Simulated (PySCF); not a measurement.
C4H8OSi, SMILES C#C[SiH2]CCO.

The structure is a stationary point at r2SCAN-D4/def2-SVP. The structure was generated by enumeration, and PubChem lists no compound with its InChIKey, so it may never have been made. One conformer was computed; it need not be the lowest.

Computed with SMD-PBE0/6-31G* run with PySCF.

Solvation free energies are E(SMD) − E(gas) at the gas-phase geometry, for 1 M in both phases. In vacuum the dipole moment is 1.77 D.

| solvent | ΔG(solv) (kcal/mol) | its non-electrostatic (CDS) part | dipole (D) |
|---|---|---|---|
| water | -4.7 | 5.8 | 2.50 |
| acetone | -6.5 | 0.5 | 2.31 |
| N,N-dimethylformamide | (withheld) | (withheld) | (withheld) |

### Question
What belongs in the gaps? (An estimate is asked for; the answer gives what the named calculation found.)

### Answer

- N,N-dimethylformamide, ΔG(solv) (kcal/mol): -5.6
- N,N-dimethylformamide, its non-electrostatic (CDS) part: 1.3
- N,N-dimethylformamide, dipole (D): 2.32
